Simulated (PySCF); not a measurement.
## Potential energy of SrLi along the bond

Set-up: Sr def2-SVPD with ECP28, Li def2-SVPD; scalar-relativistic core potentials (PySCF 2.14). Energies in eV from Sr + Li in their ground configurations at the same level. State: ²Σ⁺ (doublet), unpaired electrons σ ↑.

```json
{"R (Å)": "3.136", "PBE": "-0.2370"}
{"R (Å)": "3.281", "PBE": "-0.3119"}
{"R (Å)": "3.427", "PBE": "-0.3526"}
{"R (Å)": "3.537", "PBE": "-0.3662"}
{"R (Å)": "3.646", "PBE": "-0.3690"}
{"R (Å)": "3.755", "PBE": "-0.3635"}
{"R (Å)": "3.901", "PBE": "-0.3470"}
{"R (Å)": "4.083", "PBE": "-0.3171"}
{"R (Å)": "4.302", "PBE": "-0.2746"}
{"R (Å)": "4.594", "PBE": "-0.2166"}
```

Problem. Put a parabola through the three lowest points of the PBE curve and estimate Re, k and ωe (reduced mass 6.497 u; 1 eV/Å² = 0.16022 mdyn/Å; ωe = 1302.8·√(k/μ) cm⁻¹).

Solution. Through R = 3.537, 3.646, 3.755 Å the second-order coefficient is 0.349 eV/Å², so Re ≈ 3.628 Å, k ≈ 0.112 mdyn/Å and ωe ≈ 171 cm⁻¹. A polynomial fit of higher order to the unrounded PBE energies gives Re = 3.623 Å, k = 0.117 mdyn/Å, ωe = 174 cm⁻¹; anharmonicity and rounding make the difference.

The higher-order fit for each curve: PBE: Re = 3.623 Å, ωe = 174 cm⁻¹, De = 0.369 eV.

The bond is weak. Basis-set superposition, not corrected here, can be much of De in a small basis, most of all at correlated wavefunction levels. Functionals without a dispersion term scatter widely for such bonds, and LDA overbinds them. Spin–orbit coupling is left out. The state was picked by a PBE0 search and need not be the measured ground state.
